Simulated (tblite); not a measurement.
C4H5F5Ge.
Numbering: `[CH2:1]=[C:2]([CH2:3][C:4]([F:5])([F:6])[F:7])[GeH:8]([F:9])[F:10]` (hydrogens: H11, H12 on C1; H13, H14 on C3; H15 on Ge8)

Computed with GFN2-xTB (tblite), gas phase: L-BFGS steps from a force-field or distance-geometry start until the largest atomic force falls under 0.01 eV/Å.

Step 59: E = -1000.7740 eV
```
atom  x, y, z in Å  |  force x, y, z in eV/Å
C1      0.4668   -1.7903    0.5000    0.025  -0.028  -0.001
C2      0.3297   -0.6060   -0.0690    0.005  -0.004  -0.020
C3     -0.8668   -0.2246   -0.8904   -0.020  -0.009  -0.004
C4     -1.7080    0.7527   -0.0950   -0.001   0.016  -0.031
F5     -2.7266    1.2568   -0.7991   -0.022  -0.007  -0.027
F6     -2.2284    0.2044    1.0049    0.016  -0.007   0.000
F7     -0.9718    1.8094    0.3135   -0.018   0.043   0.001
Ge8     1.7098    0.7918    0.2312   -0.016   0.061   0.062
F9      2.1553    0.7463    1.9050   -0.011   0.007   0.012
F10     3.2101    0.2486   -0.4632   -0.005  -0.040  -0.055
H11     1.3321   -2.0088    1.1052    0.021  -0.032   0.020
H12    -0.2632   -2.5763    0.3833   -0.003  -0.026   0.008
H13    -1.4884   -1.0925   -1.1203    0.008  -0.021   0.006
H14    -0.5661    0.2627   -1.8210   -0.029   0.040   0.021
H15     1.6110    2.2338   -0.1712    0.047   0.007   0.006
```

Step 60: E = -1000.7746 eV
```
atom  x, y, z in Å  |  force x, y, z in eV/Å
C1      0.4662   -1.7905    0.5003    0.030  -0.008  -0.002
C2      0.3298   -0.6042   -0.0657   -0.008  -0.019  -0.022
C3     -0.8658   -0.2227   -0.8895   -0.017  -0.012   0.001
C4     -1.7116    0.7520   -0.0952    0.023   0.013  -0.018
F5     -2.7309    1.2550   -0.8000    0.004  -0.020   0.001
F6     -2.2300    0.2009    1.0052    0.017   0.017  -0.035
F7     -0.9753    1.8090    0.3142   -0.039   0.042   0.000
Ge8     1.7102    0.7942    0.2339   -0.010   0.027   0.030
F9      2.1572    0.7482    1.9057   -0.004   0.011   0.028
F10     3.2080    0.2452   -0.4657   -0.016  -0.034  -0.044
H11     1.3323   -2.0115    1.1039    0.013  -0.027   0.021
H12    -0.2651   -2.5757    0.3835    0.004  -0.017   0.003
H13    -1.4850   -1.0914   -1.1217    0.005  -0.026  -0.002
H14    -0.5614    0.2657   -1.8186   -0.040   0.038   0.027
H15     1.6172    2.2339   -0.1761    0.038   0.015   0.012
```

Step 61: E = -1000.7753 eV
```
atom  x, y, z in Å  |  force x, y, z in eV/Å
C1      0.4659   -1.7906    0.5002    0.029   0.000  -0.004
C2      0.3302   -0.6030   -0.0641   -0.016  -0.021  -0.019
C3     -0.8651   -0.2215   -0.8892   -0.019  -0.025  -0.010
C4     -1.7132    0.7522   -0.0959    0.033   0.000  -0.009
F5     -2.7334    1.2535   -0.8010    0.019  -0.025   0.016
F6     -2.2297    0.1991    1.0049    0.010   0.028  -0.045
F7     -0.9777    1.8097    0.3145   -0.048   0.042  -0.008
Ge8     1.7100    0.7972    0.2368   -0.003  -0.016  -0.002
F9      2.1579    0.7491    1.9073    0.002   0.016   0.039
F10     3.2050    0.2415   -0.4685   -0.031  -0.022  -0.029
H11     1.3321   -2.0136    1.1032    0.006  -0.020   0.018
H12    -0.2659   -2.5761    0.3830    0.017   0.001  -0.001
H13    -1.4823   -1.0928   -1.1203    0.013   0.001  -0.008
H14    -0.5604    0.2680   -1.8184   -0.046   0.019   0.045
H15     1.6222    2.2354   -0.1784    0.033   0.021   0.018
```

Step 62: E = -1000.7760 eV
```
atom  x, y, z in Å  |  force x, y, z in eV/Å
C1      0.4666   -1.7926    0.4992    0.022   0.016  -0.007
C2      0.3300   -0.6032   -0.0622   -0.009  -0.026  -0.003
C3     -0.8650   -0.2210   -0.8881   -0.002  -0.019   0.003
C4     -1.7142    0.7535   -0.0974    0.029  -0.004   0.012
F5     -2.7357    1.2513   -0.8033    0.029  -0.026   0.021
F6     -2.2291    0.2012    1.0046    0.003   0.032  -0.042
F7     -0.9807    1.8133    0.3120   -0.049   0.028  -0.020
Ge8     1.7090    0.7996    0.2409    0.011  -0.054  -0.038
F9      2.1594    0.7504    1.9100    0.007   0.017   0.045
F10     3.2019    0.2396   -0.4727   -0.053  -0.010  -0.011
H11     1.3330   -2.0182    1.1018   -0.002  -0.007   0.010
H12    -0.2653   -2.5786    0.3820    0.027   0.017  -0.009
H13    -1.4800   -1.0940   -1.1178    0.001   0.007  -0.020
H14    -0.5603    0.2703   -1.8163   -0.040   0.004   0.035
H15     1.6260    2.2365   -0.1787    0.027   0.025   0.023
```

Question: Estimate the geometry and energy of step 63. (The exact step hangs on the optimiser's Hessian estimate; all steps are aligned on step 62, rigid shifts and turns removed.)

Answer: E = -1000.7769 eV, largest force 0.094 eV/Å
```
atom  x, y, z in Å  |  force x, y, z in eV/Å
C1      0.4689   -1.7961    0.4964    0.010   0.018  -0.001
C2      0.3296   -0.6044   -0.0599    0.005  -0.018   0.009
C3     -0.8654   -0.2221   -0.8860    0.007  -0.012   0.012
C4     -1.7136    0.7567   -0.0998    0.013  -0.009   0.026
F5     -2.7370    1.2490   -0.8066    0.027  -0.022   0.007
F6     -2.2271    0.2098    1.0050   -0.004   0.021  -0.016
F7     -0.9828    1.8205    0.3043   -0.037   0.013  -0.031
Ge8     1.7067    0.8014    0.2467    0.024  -0.071  -0.057
F9      2.1621    0.7511    1.9151    0.005   0.015   0.034
F10     3.1966    0.2405   -0.4778   -0.067  -0.004   0.005
H11     1.3344   -2.0251    1.0994   -0.004   0.009   0.002
H12    -0.2626   -2.5829    0.3774    0.033   0.027  -0.016
H13    -1.4791   -1.0976   -1.1108   -0.007   0.028  -0.031
H14    -0.5625    0.2686   -1.8152   -0.029  -0.015   0.028
H15     1.6275    2.2385   -0.1742    0.023   0.022   0.030
```

The energy changes by -0.0009 eV. The first-order estimate −F·Δx gives -0.0012 eV and the mean of the old and new forces, exact on a quadratic surface, -0.0008 eV. The step makes an angle of 73° with the force vector and moves no atom by more than 0.011 Å.

What follows is the cost of the whole relaxation. The run took 1.9 s on an Arm Neoverse N1 with one thread, no GPU, shared host.
